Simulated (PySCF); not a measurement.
# Ta⁺: ionisation energy

Ta⁺ [Xe] 4f14 5d3 6s1 (5F) → Ta²⁺ [Xe] 4f14 5d3 (4F), as a difference of total energies. All numbers are calculated (PySCF 2.14, scalar relativity through the core potential, in aug-cc-pwCVDZ-PP with ECP60MDF). Correlated levels: valence and next inner shell: nothing frozen outside the core potential. The calculations carry no spin-orbit coupling.

Order these methods by the ionisation energy they give, lowest first.
A. SCS-MP2 (valence and next inner shell)
B. CCSD(T) (valence and next inner shell)
C. MP2 (valence and next inner shell)
D. UHF

D (14.191 eV), A (14.732 eV), B (14.981 eV), C (15.021 eV).

The reference lies between the lowest fine-structure levels, while these numbers refer to the centres of the terms.

Errors of the correlated levels include the incompleteness of this basis.

For comparison: 16.2 ± 0.5 eV (semi-empirical (NIST evaluation); NIST Atomic Spectra Database, ionization energies).
